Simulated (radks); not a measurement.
Results of a calculation; reference values are marked as such.
Q: Neutral nitrogen, [He] 2s2 2p3. Level of theory: non-relativistic Kohn-Sham, exchange-only B88, spin-polarised, spherical densities, point nucleus (a radial shooting solver on a logarithmic mesh with Libxc functionals). Every spin shell is full or empty, so the densities are truly spherical. Functionals are evaluated on that one density, not self-consistently. Rank these exchange functionals by their error against the exact value of the orbitals, and give that value: LDA, PBEsol, revPBE, RPBE, PW91, PW86, OPTX, SOGGA, B86b, EV93, TPSS, SCAN, MS2, Tao-Mo, TASK.

A: Exact: -6.56478 hartree. From best to worst, with 100 (|E| - |E exact|)/|E exact| (equal figures are ties): OPTX +0.08, B86b +0.16, SCAN +0.17, PW91 -0.22, revPBE +0.24, Tao-Mo +0.46, RPBE +0.50, MS2 +0.52, TPSS +0.53, PW86 +0.84, TASK -2.49, EV93 +3.25, PBEsol -4.33, SOGGA -4.43, LDA -10.51.
